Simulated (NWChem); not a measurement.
System: C₂H₆O₂Si; SMILES [SiH2](C)OC=O

```xyz
11

C     -0.3308     2.3912     0.0000
Si     0.4929     0.7092     0.0000
O     -0.8197    -0.4080     0.0000
C     -0.5638    -1.7248     0.0000
O      0.5386    -2.2188     0.0000
H      0.4227     3.1879     0.0000
H     -0.9610     2.5231     0.8863
H     -0.9610     2.5231    -0.8863
H      1.3117     0.5019    -1.2186
H      1.3117     0.5019     1.2186
H     -1.4994    -2.3049     0.0000
```
Atoms are numbered in this order, from 1.

Computed with NWChem. Pople sets run with spherical d functions. All runs use the structure optimised with B3LYP/6-31G* (spherical d). Atomic charges in e: unrestrained fits to the electrostatic potential beside Mulliken populations; buried atoms are poorly determined by the fit.

Task: Predict the results for Hartree-Fock/6-31G*. Quantities: ESP C1; Mulliken C1; ESP Si2; Mulliken Si2; ESP O3; Mulliken O3; ESP C4; Mulliken C4; ESP O5; Mulliken O5; relative RMS misfit of the potential (%).

Result: 
* **ESP C1**: -0.44
* **Mulliken C1**: -0.81
* **ESP Si2**: 0.93
* **Mulliken Si2**: 1.04
* **ESP O3**: -0.59
* **Mulliken O3**: -0.76
* **ESP C4**: 0.76
* **Mulliken C4**: 0.61
* **ESP O5**: -0.59
* **Mulliken O5**: -0.54
* **relative RMS misfit of the potential (%)**: 25
